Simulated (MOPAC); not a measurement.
MOPAC input (MNDO):

```
MNDO PRECISE GNORM=0.05 LET XYZ GEO-OK AUX(PRECISION=9) THREADS=1
CF2

F    -1.02012856 1   -0.25279695 1    0.03047619 1
C    -0.03126398 1    0.59606588 1    0.00107136 1
F     1.04097121 1   -0.14458031 1   -0.03119043 1
```

Question: What heat of formation does the run end on?

Answer: -65.23 kcal/mol.
